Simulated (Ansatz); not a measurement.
Stepwise reaction of `C[N](C)[In]([Cl])[N](C)C` with hydrogen sulfide, as a gas-phase model of exchange steps in deposition or etching. ΔE in kJ/mol.

Gas-phase electronic energies from Ansatz, PBE0-D4/def2-TZVP geometries. CCSD(T)/CBS is the MP2 limit (def2-TZVPP, def2-QZVPP) plus CCSD(T) − MP2 in def2-TZVPP, frozen cores. This one scheme is used for every species. DFT in def2-TZVPP. B3LYP here is the variant with VWN-RPA as its local correlation; programs differ in this. def2 core potentials past Kr. For In outer-core shells are correlated without core-valence functions, which leaves a few kJ/mol of doubt a bond. One conformer a species, not always the lowest.

```
step                                                            reaction  PBE-D4  B3LYP-D4  ωB97M-V  CCSD(T)/CBS
   1  `C[N](C)[In]([Cl])[N](C)C` + H₂S → `C[N](C)[In]([SH])[Cl]` + `CNC`   -92.7     -91.5    -93.3        -84.9
   2        `C[N](C)[In]([SH])[Cl]` + H₂S → `[SH][In]([SH])[Cl]` + `CNC`   -83.6     -82.5    -83.2        -74.3
```

By hand: ΔE of the 2 steps together at CCSD(T)/CBS.

(-84.9) + (-74.3) = -159.2 kJ/mol, or -79.6 kJ/mol a step.

In ΔE each step is higher than the one before. All are downhill at CCSD(T)/CBS. PBE-D4 differs from CCSD(T)/CBS by -9.3 to -7.8 kJ/mol a step. Only this route is followed, and other bonds may react first. Isolated molecules leave out the surface, adducts and barriers. Largest T1 diagnostic: 0.014.
